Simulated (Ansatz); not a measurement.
Calculated with Ansatz (gas phase, PBE0-D4/def2-TZVP geometries, no zero-point term in ΔE). CBS: MP2 limit from def2 TZ/QZ plus the TZ coupled-cluster correction, frozen cores. DFT in def2-TZVPP. B3LYP here is the variant with VWN-RPA as its local correlation; programs differ in this. def2 core potentials past Kr. For Te outer-core shells are correlated without core-valence functions, which leaves a few kJ/mol of doubt a bond. One conformer a species, not always the lowest.

Consider the ligand exchange at the Si–C bond: `OC(F)(F)[SiH3]` + `CC[TeH]` → `CC[Te][SiH3]` + `OC(F)F`.

CCSD(T)/CBS gives -22.4 kcal/mol.

(1) Another level gave -20.3 kcal/mol. Which?
A. r2SCAN/def2-TZVPP
B. MP2/def2-TZVPP
C. B3LYP/def2-TZVPP
D. SCS-MP2/def2-TZVPP

Largest T1 diagnostic among the species: 0.013.

Answers

(1) C. B3LYP -20.3, SCS-MP2/def2-TZVPP -22.8, r2SCAN -21.7, MP2/def2-TZVPP -24.2 kcal/mol.

From PBE to PBE0 (25 % exact exchange), in def2-TZVPP and without D4, ΔE moves by −1.5 kcal/mol.
